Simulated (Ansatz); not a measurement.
BPH3F3, relaxed as a singlet with RKS PBE-D4/def2-SVP in Ansatz, starting from the GFN2-xTB geometry. Force threshold 0.02 eV/Å.

In the singlet geometry the species has come apart into loosely held pieces.

Start:

```xyz
8

B     0.572   -0.886   -0.864
P    -0.437    0.634    0.640
H    -1.802    0.676    0.858
H    -0.275    1.989    0.410
H    -0.064    0.660    1.972
F    -0.097   -0.577   -1.969
F     0.275   -2.035   -0.273
F     1.828   -0.461   -0.774
```

(1) Estimate the energy that the relaxation releases and the steps that it takes.

(2) Does the start keep its bonding?

(3) Predict the relaxed structure.

## Answers

(1) 2.9 kcal/mol, in 17 steps; 13 s on 4 threads of Arm Neoverse V1 on a shared host. The force fell under the threshold at step 7, but the optimiser went on and released 0.004 eV more. No frequencies were taken in this run, so the end may be a saddle point.

(2) Bonds lost: B1–P2 (atoms count from 1). The end holds 2 separate pieces.

(3) 
```xyz
8

B     0.682   -1.054   -1.030
P    -0.475    0.741    0.721
H    -1.886    0.724    0.979
H    -0.402    2.159    0.514
H    -0.095    0.795    2.104
F    -0.021   -0.638   -2.084
F     0.276   -2.130   -0.356
F     1.921   -0.596   -0.848
```
Bond lengths: 3 × B–F 1.33 Å; 3 × H–P 1.43 Å.
